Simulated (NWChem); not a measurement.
CH₈N₂Si₂; SMILES [SiH3]/C=N/[SiH2]N

```xyz
13

N     -0.8879    -2.8133    -0.0137
Si     0.4295    -1.7381     0.2491
N     -0.0492    -0.0414     0.4153
C      0.4058     0.9031    -0.3012
Si    -0.1601     2.7047    -0.0490
H     -1.5576    -2.9749     0.7304
H     -1.3449    -2.8372    -0.9185
H      1.3745    -1.8774    -0.9086
H      1.0720    -2.0985     1.5440
H      1.1607     0.7195    -1.1093
H      1.0194     3.5424     0.3350
H     -1.2052     2.7697     1.0103
H     -0.6957     3.2413    -1.3399
```
Atoms are numbered in this order, from 1.

Program: NWChem. Pople sets run with spherical d functions. Geometry: optimised at PBE0/def2-SVP. Static field.

For level Hartree-Fock/def2-SVPD:

| Quantity | Value |
|---|---|
| isotropic polarisability (bohr³) | 79.5 |
| anisotropy (bohr³) | 33.7 |

Question: How do the values read with level Hartree-Fock/6-31G* instead?

Answer: 
- isotropic polarisability (bohr³): 63.3
- anisotropy (bohr³): 29.8
